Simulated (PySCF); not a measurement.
The dipole of `[SiH3][SiH2][SiH2]CCl` from its density and from atomic charges.

Coordinates (PBE0-D3(BJ)/def2-SVP, Å) and charges (e) from the PBE0/pcSseg-1 density (PySCF):

| atom | x | y | z | Mulliken | IAO | Hirshfeld | ESP-fitted |
| --- | --- | --- | --- | --- | --- | --- | --- |
| Si1 | 1.983 | 0.989 | -0.235 | +0.1867 | +0.2787 | +0.2063 | +0.2540 |
| Si2 | 1.021 | -1.149 | -0.155 | -0.0216 | +0.1326 | +0.1360 | +0.0312 |
| Si3 | -1.133 | -0.920 | 0.741 | +0.3658 | +0.4709 | +0.2366 | +0.3494 |
| C4 | -1.934 | 0.599 | -0.071 | -0.5059 | -0.5135 | -0.1226 | -0.5044 |
| Cl5 | -1.805 | 0.447 | -1.852 | -0.1483 | -0.0973 | -0.0487 | -0.1038 |
| H6 | 2.052 | 1.554 | 1.150 | -0.0581 | -0.0962 | -0.0750 | -0.0856 |
| H7 | 1.120 | 1.881 | -1.068 | -0.0486 | -0.0890 | -0.0740 | -0.0771 |
| H8 | 3.360 | 0.959 | -0.814 | -0.0462 | -0.0844 | -0.0686 | -0.0666 |
| H9 | 0.964 | -1.744 | -1.525 | -0.0071 | -0.0699 | -0.0699 | -0.0290 |
| H10 | 1.842 | -2.050 | 0.715 | -0.0229 | -0.0794 | -0.0724 | -0.0489 |
| H11 | -1.986 | -2.120 | 0.480 | -0.0300 | -0.0906 | -0.0714 | -0.0711 |
| H12 | -1.068 | -0.684 | 2.220 | -0.0495 | -0.1023 | -0.0752 | -0.0902 |
| H13 | -1.424 | 1.529 | 0.222 | +0.1950 | +0.1675 | +0.0473 | +0.2118 |
| H14 | -2.998 | 0.700 | 0.186 | +0.1906 | +0.1729 | +0.0516 | +0.2302 |

Task: Form Σ q r in debye for every column and set it beside the full dipole.

Result: The full density gives (-0.27, 0.22, 1.51) D, 1.55 D in size; dipole vectors point from the negative to the positive end.

```tsv
scheme	μx	μy	μz	size (D)	share of the full size (%)	angle to the full dipole (°)
Mulliken	0.31	-0.64	2.46	2.56	165	28
IAO	0.29	-0.65	1.83	1.96	127	33
Hirshfeld	-0.30	-0.02	0.61	0.68	44	19
ESP-fitted	-0.27	0.25	1.56	1.60	103	1
```

Task: Which set comes closest?

Result: Length of the difference vector: ESP-fitted 0.06 D, Hirshfeld 0.94 D, IAO 1.08 D, Mulliken 1.41 D. Closest: ESP-fitted. 

Task: What is left for the Hirshfeld atoms' own dipoles?

Result: The shares of the density sum to the whole, so what Σ q r misses lies in dipoles about the nuclei. The atomic dipoles sum to (-0.27, 0.22, 1.51) − (-0.30, -0.02, 0.61) = (0.03, 0.24, 0.90) D, 0.94 D in size.

Task: With the origin at the mean of the coordinates, (0.000, -0.001, 0.000) Å, which are the largest single terms, by size, of the IAO dipole along the direction of the full one?

Result: Si3 +1.78, H12 -1.11, C4 -0.86, Cl5 +0.67, H14 +0.66 D; all 14 atoms together +1.64 D. The single terms depend on the origin, their sum doesn't.

Task: Give the size of the full dipole in other units.

Result: 1.55 D = 0.611 au = 0.323 e·Å = 5.18 × 10⁻³⁰ C·m.

One conformer (not necessarily the lowest) at the PBE0-D3(BJ)/def2-SVP geometry, without solvent, vibrations or thermal averaging.

Shape of the structure used: `[SiH3:1][SiH2:2][SiH2:3][CH2:4][Cl:5]`: Si1–Si2–Si3–C4 43°, Si2–Si3–C4–Cl5 52°.
